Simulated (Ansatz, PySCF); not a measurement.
SiBrF2, SMILES F[Si](F)Br, multiplicity 2. Atoms are numbered in the order given.

```xyz
4

Si    -0.9396     0.4229     0.0000
Br     1.2254    -0.0320     0.0000
F     -1.6266    -0.2600     1.2901
F     -1.6266    -0.2600    -1.2901
```
Charge 0, spin multiplicity 2.

Coordinates come from a PBE0-D3(BJ)/def2-SVP optimisation.

Two levels are set side by side: PBE-D3(BJ)/def2-SVP (Ansatz, a quantum-chemistry and plane-wave program) and PBE0-D3(BJ)/def2-SVP (Ansatz). Each level has its own optimised geometry; the coordinates shown are those of the second. Frequencies come from the Hessian of PySCF at each geometry. Differences are taken from unrounded values.

```
quantity                            PBE0-D3(BJ)  PBE-D3(BJ)  PBE-D3(BJ) minus PBE0-D3(BJ)
----------------------------------  -----------  ----------  ----------------------------
mean bond length (Å)                      1.813       1.833                         0.020
bond Si1–Br2 (Å)                          2.212       2.237                         0.025
bond Si1–F3 (Å)                           1.613       1.631                         0.018
bond Si1–F4 (Å)                           1.613       1.631                         0.018
highest harmonic wavenumber (cm⁻¹)          951         910                           -41
mean harmonic wavenumber (cm⁻¹)             501         477                           -24
zero-point energy (kcal/mol)               4.30        4.09                         -0.21
```

GGA bonds tend to be longer and softer than those of functionals with exact exchange. Differences between two approximate levels are no errors against the true value.
